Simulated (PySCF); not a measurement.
Geometry:
| atom | x (Å) | y (Å) | z (Å) |
| --- | --- | --- | --- |
| C1 | -3.056 | 0.185 | -0.624 |
| O2 | -1.666 | 0.235 | -0.564 |
| Si3 | -0.739 | -0.330 | 0.628 |
| O4 | 0.715 | 0.092 | -0.023 |
| C5 | 1.855 | -0.164 | 0.598 |
| C6 | 3.053 | 0.308 | -0.179 |
| O7 | 1.902 | -0.716 | 1.664 |
| H8 | -3.409 | -0.848 | -0.597 |
| H9 | -3.500 | 0.723 | 0.216 |
| H10 | -3.372 | 0.651 | -1.558 |
| H11 | -0.831 | -1.779 | 0.775 |
| H12 | -0.956 | 0.368 | 1.890 |
| H13 | 2.971 | 1.380 | -0.344 |
| H14 | 3.064 | -0.180 | -1.151 |
| H15 | 3.964 | 0.081 | 0.365 |

- PBE0/pcSseg-1 with gauge-including orbitals
- structure optimised with GFN2-xTB
- code: PySCF
- one computed conformer, relativity neglected, equivalent nuclei averaged, no solvent model

Scale: $^{13}$C (σ = 186.93 ppm), $^{1}$H (σ = 31.72 ppm), $^{29}$Si (σ = 349.16 ppm) against TMS; $^{17}$O (σ = 336.08 ppm) against H2O (reference shieldings calculated alike).

```csv
atoms,nucleus,count,δ (ppm)
H11/H12,$^{1}$H,2,?
Si3,$^{29}$Si,1,-26.5
C6,$^{13}$C,1,24.3
C5,$^{13}$C,1,?
H8/H9/H10,$^{1}$H,3,3.85
H13/H14/H15,$^{1}$H,3,?
O4,$^{17}$O,1,212.6
O2,$^{17}$O,1,5.2
C1,$^{13}$C,1,50.9
O7,$^{17}$O,1,472.6
```

Q: Fill in the missing shifts.

A: 
- C5: 176.6 ppm, carbonyl carbon
- H11/H12: 5.07 ppm, hydrogen on a silicon bonded to 2 O
- H13/H14/H15: 2.10 ppm, hydrogen on a methyl carbon α to a carbonyl; α to C=O

Shifts are as computed. Against solution values, carbons near 30 ppm lie about +3 ppm off and those near 130 ppm about +5 ppm (rms about the fit 2.1 ppm; single classes can miss by 10 ppm). Of 1328 compounds with measured shifts, 309 miss one by over three times the rms of a fit or turn the order of signals round; such compounds aren't used in these exercises. Signals without a measured value on file couldn't be tested in this way; 1H shifts scatter by 0.2 ppm about their fit, and single ones miss by 0.5 ppm. Unscaled 17O shifts of doubly bonded oxygen tend to come out too high, by tens of ppm or more. Experimental scales use liquid or dissolved standards, which lie at an offset from isolated H2O (liquid H2O: subtract about 36 ppm).
